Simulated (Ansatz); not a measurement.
Job for Ansatz (a program for electronic structure): R-B3LYP-D3(BJ)/def2-TZVP on Cl4Ti (SMILES [Cl][Ti]([Cl])([Cl])[Cl]).

Ansatz 0.2 input:
```yaml
crystal:
  periodic: [false, false, false]
  atoms:
    - {symbol: Ti, position_ang: [-0.00000000, -0.00000000, -0.00000000]}
    - {symbol: Cl, position_ang: [1.21890000, 1.21890000, 1.21890000]}
    - {symbol: Cl, position_ang: [1.21890000, -1.21890000, -1.21890000]}
    - {symbol: Cl, position_ang: [-1.21890000, 1.21890000, -1.21890000]}
    - {symbol: Cl, position_ang: [-1.21890000, -1.21890000, 1.21890000]}
basis:
  gaussian:
    orbitals: def2-TZVP
hamiltonian:
  xc: b3lyp
  dispersion: d3bj
relax: {f_tol: 0.004, max_steps: 120}
scf: {lower_state_search: off}
```

The log:

```
WARN ansatz: RAYON_NUM_THREADS=4 ignored (pool sized by the plan → 4); use --threads N
Functional definition: B3LYP
these checks for a lower state are left out or cut short: stability, starts, cluster_reference, orbital_swaps, neighbouring_geometries, increment
integrals: 0.17 GiB planned
1515 factors; their error is unknown
mean field: 1.50 GiB planned
mean field evaluation 1: about -73215.3335 eV, gradient 2.3e1 eV
mean field evaluation 2: about -73214.3561 eV, gradient 3.2e1 eV
mean field evaluation 4: about -73216.5459 eV, gradient 3.3e0 eV
mean field evaluation 8: about -73216.7881 eV, gradient 4.4e-2 eV
mean field evaluation 16: about -73216.7881 eV, gradient 8.2e-6 eV
mean field -73216.78811192 eV, -2690.6673349916 hartree, gradient 8.2e-6 eV, S^2 0.000000; 0 other end points of the search recorded, 0 dependent functions left out
the calculation of the forces begins
reference -73216.78839384 eV, -2690.6673453518 hartree; 45, 45 occupied and 148, 148 virtual orbitals, 1515 factors
relax step   1: F+E_penalty+E_count = -73217.27084499 eV  Δ(F+E_penalty+E_count) = +0.000e0 eV  max|allowed force component| = 8.442e-1 eV/Å  Δτ_max = 0.0000 Å  (15 SCF iters, accepted)
these checks for a lower state are left out or cut short: stability, starts, cluster_reference, orbital_swaps, neighbouring_geometries, increment
integrals: 0.17 GiB planned
1515 factors; their error is unknown
mean field: 1.49 GiB planned
mean field -73216.98947710 eV, -2690.6747350255 hartree, gradient 1.4e-6 eV, S^2 0.000000; 0 other end points of the search recorded, 0 dependent functions left out
the calculation of the forces begins
reference -73216.98976495 eV, -2690.6747456039 hartree; 45, 45 occupied and 148, 148 virtual orbitals, 1515 factors
relax step   2: F+E_penalty+E_count = -73217.45117042 eV  Δ(F+E_penalty+E_count) = -1.803e-1 eV  max|allowed force component| = 9.272e-2 eV/Å  Δτ_max = 0.0739 Å  (21 SCF iters, accepted)
these checks for a lower state are left out or cut short: stability, starts, cluster_reference, orbital_swaps, neighbouring_geometries, increment
integrals: 0.17 GiB planned
1515 factors; their error is unknown
mean field: 1.49 GiB planned
mean field evaluation 32: about -73216.9900 eV, gradient 2.5e-6 eV
mean field -73216.98998384 eV, -2690.6747536479 hartree, gradient 2.5e-6 eV, S^2 0.000000; 0 other end points of the search recorded, 0 dependent functions left out
the calculation of the forces begins
reference -73216.99027110 eV, -2690.6747642044 hartree; 45, 45 occupied and 148, 148 virtual orbitals, 1515 factors
relax step   3: F+E_penalty+E_count = -73217.45386670 eV  Δ(F+E_penalty+E_count) = -2.696e-3 eV  max|allowed force component| = 8.748e-3 eV/Å  Δτ_max = 0.0076 Å  (21 SCF iters, accepted)
these checks for a lower state are left out or cut short: stability, starts, cluster_reference, orbital_swaps, neighbouring_geometries, increment
integrals: 0.17 GiB planned
1515 factors; their error is unknown
mean field: 1.49 GiB planned
mean field -73216.98978132 eV, -2690.6747462054 hartree, gradient 2.5e-6 eV, S^2 0.000000; 0 other end points of the search recorded, 0 dependent functions left out
the calculation of the forces begins
reference -73216.99006852 eV, -2690.6747567597 hartree; 45, 45 occupied and 148, 148 virtual orbitals, 1515 factors
relax step   4: F+E_penalty+E_count = -73217.45389046 eV  Δ(F+E_penalty+E_count) = -2.376e-5 eV  max|allowed force component| = 9.076e-5 eV/Å  Δτ_max = 0.0008 Å  (13 SCF iters, accepted)
Total energy: -73217.45417766 eV, -2690.6918124560 hartree
Atom 0 at     0.000000     0.000000    -0.000000 Å, force    -0.000000    -0.000000    -0.000000 eV/Å
Atom 1 at     1.256730     1.256730     1.256730 Å, force     0.000091     0.000091     0.000091 eV/Å
Atom 2 at     1.256730    -1.256730    -1.256730 Å, force     0.000091    -0.000091    -0.000091 eV/Å
Atom 3 at    -1.256730     1.256730    -1.256730 Å, force    -0.000091     0.000091    -0.000091 eV/Å
Atom 4 at    -1.256730    -1.256730     1.256730 Å, force    -0.000091    -0.000091     0.000091 eV/Å
Dipole moment:     0.000000    -0.000000    -0.000000 e Å
Checks for a lower state left out: stability, starts, cluster_reference, orbital_swaps, neighbouring_geometries, increment
```

The calculation finished and met its thresholds.

Cost: about 40 core-seconds (a rough figure).
